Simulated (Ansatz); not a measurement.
`B[N](C)[GeH3]` + `[SH][GeH3]` → `B[S][GeH3]` + `C[NH][GeH3]` at 400 K and 1 bar (ligand exchange at a B–N bond).

Program: Ansatz. Geometries: PBE0-D4/def2-TZVP. ΔE: electronic, gas phase. CBS: MP2 limit from def2 TZ/QZ plus the TZ coupled-cluster correction, frozen cores. For Ge outer-core shells are correlated without core-valence functions, which leaves a few kJ/mol of doubt a bond. Scalar relativity is left out up to krypton.

```tsv
species	CCSD(T)/CBS energy (Eh)	H − E (kJ/mol)	S (J/(mol·K))
`B[N](C)[GeH3]`	-2198.49616	267.2	368.1
`[SH][GeH3]`	-2476.30083	106.6	308.1
`B[S][GeH3]`	-2501.70931	148.3	352.5
`C[NH][GeH3]`	-2173.06430	229.8	337.7
```

H − E and S are ideal-gas, rigid-rotor, harmonic terms from PBE0-D4/def2-TZVP, for one conformer and one mirror image of each species. 1 Eh = 2625.50 kJ/mol, R = 8.31446 J/(mol·K).

By hand: ΔE, ΔH, ΔS and ΔG.

ΔE = (-2501.70931) + (-2173.06430) − (-2198.49616) − (-2476.30083) = 0.02338 Eh = 61.4 kJ/mol. Δ(H − E) = 148.3 + 229.8 − 267.2 − 106.6 = 4.3, so ΔH = 65.7 kJ/mol. ΔS = 352.5 + 337.7 − 368.1 − 308.1 = 14.0 J/(mol·K). ΔG = 65.7 − 400 × (14.0)/1000 = 60.1 kJ/mol.

By hand: the equilibrium constant, and the temperature at which ΔG would vanish if ΔH and ΔS stayed fixed.

log₁₀ K = −ΔG/(RT ln 10) = -7.8. ΔG = 0 at ΔH/ΔS = 4693 K, far beyond where these terms or the molecules hold.

The number of gas molecules stays the same, so ΔS is small and ΔH decides. A doubt of 5 kJ/mol in ΔE shifts log₁₀ K by 0.7 here. Other conformers and mirror images would add mixing entropy, several J/(mol·K) or more a flexible species. Modes under 60 cm⁻¹, often nearly free rotors, make the harmonic entropy too high. These are equilibria of isolated gas molecules and say nothing of rates. Largest T1 diagnostic: 0.014 (customary marks: 0.02 for closed shells, 0.045 for open ones).
